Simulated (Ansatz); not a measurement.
Gas-phase electronic energies from Ansatz, PBE0-D4/def2-TZVP geometries. CBS: MP2 limit from def2 TZ/QZ plus the TZ coupled-cluster correction, frozen cores. Functionals use def2-TZVPP. B3LYP here is the variant with VWN-RPA as its local correlation; programs differ in this. HSE06 is defined as in plane-wave codes. Elements past krypton have def2 core potentials. For Ge, Sn outer-core shells are correlated without core-valence functions, which leaves a few kJ/mol of doubt a bond. Scalar relativity is left out up to krypton. Each species was taken in one conformer, which may not be the lowest.

`[SiH3]B[CH2][SnH3]` + `[OH][Ge][Cl]` → `[SiH3][O][Ge][Cl]` + `B[CH2][SnH3]`  (cleavage of the Si–B bond)

`[SiH3]B[CH2][SnH3]`:

Cartesian coordinates in Å:
```
Si 0.466 1.145 -1.688
B -0.565 0.894 0.028
C 0.102 0.451 1.309
Sn -0.262 -1.688 0.844
H -0.241 0.612 -2.887
H 0.682 2.605 -1.915
H 1.814 0.503 -1.637
H -1.758 1.044 0.019
H -0.410 0.585 2.263
H 1.186 0.499 1.408
H -0.951 -1.921 -0.698
H -1.320 -2.273 2.042
H 1.256 -2.456 0.913
```

`[OH][Ge][Cl]`:

Z-matrix (Å, degrees):
```
O
Ge 1 1.772
H 1 0.963 2 115.0
Cl 2 2.212 1 98.5 3 -0.0
```

`[SiH3][O][Ge][Cl]`:

Z-matrix (Å, degrees):
```
Si
O 1 1.655
H 1 1.484 2 107.2
H 1 1.484 2 110.4 3 119.3
H 1 1.484 2 110.5 3 -119.3
Ge 2 1.768 1 138.4 3 179.8
Cl 6 2.210 2 99.4 1 0.0
```

`B[CH2][SnH3]`:

Cartesian coordinates in Å:
```
B 0.056 1.397 -0.558
C 1.016 0.307 -0.132
Sn -0.584 -1.100 0.445
H -0.376 1.424 -1.677
H -0.360 2.189 0.241
H 1.585 0.430 0.788
H 1.570 -0.242 -0.893
H -0.388 -2.500 -0.507
H -2.144 -0.457 0.194
H -0.375 -1.448 2.100
```

| level | ΔE (kJ/mol) | difference from CCSD(T)/CBS |
| --- | --- | --- |
| PBE-D4 | -82.2 | 23.6 |
| revPBE-D4 | -82.5 | 23.3 |
| B97M-V | -101.5 | 4.3 |
| B3LYP-D4 | -108.4 | -2.6 |
| r2SCANh-D4 | -101.6 | 4.2 |
| HSE06-D4 | -90.7 | 15.1 |
| ωB97M-V | -107.4 | -1.6 |
| B2PLYP | -112.5 | -6.7 |
| PBE-QIDH | -103.5 | 2.3 |
| PBE | -83.0 | 22.8 |
| r2SCAN | -100.4 | 5.4 |
| B3LYP | -109.5 | -3.7 |
| r2SCAN0 | -104.7 | 1.1 |
| HF/def2-TZVPP | -137.7 | -31.9 |
| MP2/def2-TZVPP | -112.4 | -6.6 |
| MP2/CBS(def2) | -112.0 | -6.2 |
| CCSD(T)/CBS | -105.8 | 0 |

Largest T1 diagnostic among the species: 0.014.

In def2-TZVPP, CCSD(T) changes the Hartree–Fock value by +31.6 kJ/mol (the triples alone add +4.1 kJ/mol) and MP2 by +25.3 kJ/mol. At CCSD(T), def2-SVP lies +4.2 kJ/mol from the extrapolated value and def2-TZVPP −0.4 kJ/mol. Leaving LDA and LC-ωPBE aside and taking each functional with its dispersion term where it has one, the values, not all of them listed here, spread over 38.2 kJ/mol, from BHLYP-D4 to PBE-D4.
